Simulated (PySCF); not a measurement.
Species: C4H6N2O.
Bonds: O1–C2, C2–N3, N3–C4 (aromatic), C4–C5 (aromatic), C5–N6 (aromatic), N6–C7 (aromatic), N3–C7 (aromatic). Hydrogens: H8 on O1; H9, H10 on C2; H11 on C4; H12 on C5; H13 on C7.

Theory: B3LYP/def2-SVP geometry optimisation, gas phase in PySCF.

(1) List the bond lengths, angles and torsions at this level.

Answers

(1) 
```csv
bond,length (pm)
O1–C2,139.5
C2–N3,145.1
N3–C4,138.2
C4–C5,137.6
C5–N6,137.5
N6–C7,131.0
N3–C7,137.4
O1–H8,96.8
"C2–H9, C2–H10",110.3
C4–H11,108.7
C5–H12,109.0
C7–H13,109.2
```

Bonds in one row agree within 1 pm and their mean is given. A selection of angles:
```csv
angle,degrees
C2–O1–H8,108.8
O1–C2–N3,113.6
O1–C2–H9,106.2
O1–C2–H10,113.0
N3–C2–H9,109.1
N3–C2–H10,106.5
H9–C2–H10,108.2
C2–N3–C4,126.8
C2–N3–C7,126.8
C4–N3–C7,106.3
N3–C4–C5,105.5
N3–C4–H11,121.9
C5–C4–H11,132.6
C4–C5–N6,110.6
C4–C5–H12,127.7
N6–C5–H12,121.7
C5–N6–C7,105.3
N6–C7–H13,126.1
N3–C7–N6,112.3
N3–C7–H13,121.6
```

Dihedral angles: O1–C2–N3–C4 67° (synclinal); H8–O1–C2–N3 63° (synclinal). The mirror-image conformer, all signs reversed, is as good.

N3 (pyrrole-type nitrogen) is planar (angles 126.8°, 126.8° and 106.3°, sum 359.8°, 0.03 Å off the plane of its three neighbours). The 5-membered ring N3–C4–C5–N6–C7 has internal angles of 105.3° to 112.3° (sum 540°, against 540° for a flat polygon); it is planar, 0.00 Å rms from its mean plane, widest ring torsion 0°. Of the pairs four or more bonds apart, H10···H13 is among the closest relative to their van der Waals radii: 2.46 Å, 103 % of the sum of Bondi's values. The C–N distances run from 1.310 Å (N6–C7, aromatic) to 1.451 Å (C2–N3, drawn single), a spread of 0.141 Å.

Point group: C1 (no symmetry element, even within 0.4 Å). Whether it is a minimum is left open (no frequencies). One conformer, not necessarily the lowest (H–O1–C2–N3 63°, O1–C2–N3–C4 67°).

Time: 40 s of wall time; peak memory 0.53 GiB. Hardware: one thread, Arm Neoverse V1 (aarch64), no GPU, shared host. This is the geometry optimisation.
